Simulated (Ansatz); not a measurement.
`N[Si](O)(O)C=O` + H₂Te → `N[Si](O)(O)[TeH]` + `C=O`  (ligand exchange at the Si–C bond)

Program: Ansatz. Geometries: PBE0-D4/def2-TZVP. ΔE: electronic, gas phase. CBS: MP2 limit from def2 TZ/QZ plus the TZ coupled-cluster correction, frozen cores. This one scheme is used for every species. DFT in def2-TZVPP. B3LYP here is the variant with VWN-RPA as its local correlation; programs differ in this. HSE06 is defined as in plane-wave codes. def2 core potentials past Kr. For Te outer-core shells are correlated without core-valence functions, which leaves a few kJ/mol of doubt a bond. Each species was taken in one conformer, which may not be the lowest.

| level | ΔE (kJ/mol) | difference from CCSD(T)/CBS |
| --- | --- | --- |
| LDA (SPW92) | -66.2 | 10.3 |
| PBE-D4 | -74.3 | 2.2 |
| revPBE-D4 | -73.8 | 2.7 |
| BLYP-D4 | -68.1 | 8.4 |
| r2SCAN-D4 | -73.1 | 3.4 |
| B97M-V | -68.3 | 8.2 |
| PBE0-D4 | -76.6 | -0.1 |
| B3LYP-D4 | -70.4 | 6.1 |
| r2SCANh-D4 | -74.2 | 2.3 |
| r2SCAN0-D4 | -75.5 | 1.0 |
| HSE06-D4 | -77.0 | -0.5 |
| BHLYP-D4 | -73.7 | 2.8 |
| CAM-B3LYP-D4 | -64.6 | 11.9 |
| ωB97X-V | -69.1 | 7.4 |
| ωB97M-V | -69.2 | 7.3 |
| B2PLYP | -70.5 | 6.0 |
| PBE | -71.5 | 5.0 |
| revPBE | -72.7 | 3.8 |
| BLYP | -63.1 | 13.4 |
| r2SCAN | -72.7 | 3.8 |
| B3LYP | -65.4 | 11.1 |
| r2SCANh | -73.6 | 2.9 |
| HSE06 | -74.3 | 2.2 |
| BHLYP | -66.4 | 10.1 |
| LC-ωPBE | -68.6 | 7.9 |
| RPA@PBE/def2-TZVPP | -66.3 | 10.2 |
| HF/def2-SVP | -65.0 | 11.5 |
| MP2/def2-SVP | -73.4 | 3.1 |
| CCSD/def2-SVP | -65.5 | 11.0 |
| CCSD(T)/def2-SVP | -66.0 | 10.5 |
| MP2/def2-TZVPP | -81.8 | -5.3 |
| SCS-MP2/def2-TZVPP | -75.6 | 0.9 |
| CCSD/def2-TZVPP | -68.5 | 8.0 |
| CCSD(T)/def2-TZVPP | -69.8 | 6.7 |
| HF/def2-QZVPP | -67.6 | 8.9 |
| MP2/def2-QZVPP | -85.6 | -9.1 |
| SCS-MP2/def2-QZVPP | -79.1 | -2.6 |
| HF/CBS(def2) | -67.6 | 8.9 |
| MP2/CBS(def2) | -88.5 | -12.0 |
| CCSD/CBS(def2) | -75.2 | 1.3 |
| CCSD(T)/CBS | -76.5 | 0 |

Largest T1 diagnostic among the species: 0.015.

Leaving LDA and LC-ωPBE aside and taking each functional with its dispersion term where it has one, the values, not all of them listed here, spread over 13.6 kJ/mol, from PBE-QIDH to CAM-B3LYP-D4. LDA lies +5.4 kJ/mol from PBE without D4. From BLYP to BHLYP (50 % exact exchange), in def2-TZVPP and without D4, ΔE moves by −3.3 kJ/mol. At CCSD(T), def2-SVP lies +10.5 kJ/mol from the extrapolated value and def2-TZVPP +6.7 kJ/mol.
